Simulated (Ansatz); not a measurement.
Ansatz (a quantum-chemistry and plane-wave program) input (RI-MP2/cc-pVQZ):
A basis named .json is the Basis Set Exchange file of that set.

Ansatz 0.2 input:
```yaml
crystal:
  periodic: [false, false, false]
  atoms:
    - {symbol: C, position_ang: [-1.58885603, 0.18632796, 0.42132692]}
    - {symbol: C, position_ang: [-1.19029156, -1.06587965, -0.37689362]}
    - {symbol: C, position_ang: [0.33969516, -1.17868161, -0.19982565]}
    - {symbol: C, position_ang: [0.76192652, 0.21559960, 0.15646340]}
    - {symbol: C, position_ang: [-0.40705398, 1.14416582, 0.20776075]}
    - {symbol: N, position_ang: [2.03489159, 0.68314404, -0.17994448]}
    - {symbol: H, position_ang: [-1.67611812, -0.05806292, 1.48305856]}
    - {symbol: H, position_ang: [-2.54256596, 0.60618139, 0.09919303]}
    - {symbol: H, position_ang: [-1.72524699, -1.96109145, -0.05760778]}
    - {symbol: H, position_ang: [-1.42091390, -0.90860541, -1.43351755]}
    - {symbol: H, position_ang: [0.82866055, -1.53863764, -1.11478316]}
    - {symbol: H, position_ang: [0.59521639, -1.90190222, 0.58705199]}
    - {symbol: H, position_ang: [-0.32852723, 1.90316199, 0.99395228]}
    - {symbol: H, position_ang: [-0.52676504, 1.69322723, -0.74302386]}
    - {symbol: H, position_ang: [2.28279902, 1.56582394, 0.24570709]}
    - {symbol: H, position_ang: [2.77669928, 0.00870390, -0.05340987]}
basis:
  gaussian:
    orbitals: cc-pVQZ
    fitting: {mean_field: def2-universal-jkfit, correlation: cc-pVQZ-RIFIT.json}
magnetization: {spin_polarized: true, initial_magnetization: 1}
correlation: {method: mp2, electrons: outside_noble_gas}
```

End of the output:

```
integrals: 1.80 GiB planned
632 factors; integrals over basis functions are off by at most 3.8e0 eV
1.49 GiB of device memory are held for the factors and their scratch space
mean field: 3.82 GiB planned
mean field evaluation 1: about -6788.4401 eV, gradient 3.1e1 eV
mean field evaluation 2: about -6792.8732 eV, gradient 1.5e1 eV
mean field evaluation 4: about -6794.0100 eV, gradient 9.7e-1 eV
mean field evaluation 8: about -6794.0259 eV, gradient 2.6e-6 eV
mean field -6794.02590211 eV, -249.6758467465 hartree, gradient 2.6e-6 eV, S^2 0.763836; 0 other end points of the search recorded, 0 dependent functions left out
6 core orbitals not correlated
1342 factors; their error is unknown
reference -6794.02590211 eV, -249.6758467465 hartree; 18, 17 occupied and 606, 607 virtual orbitals, 1342 factors
second order -30.12897725 eV of doubles, -0.00000000 eV of singles
Total energy: -6824.15487936 eV, -250.7830662383 hartree
```

It need not be the lowest isomer of its formula.
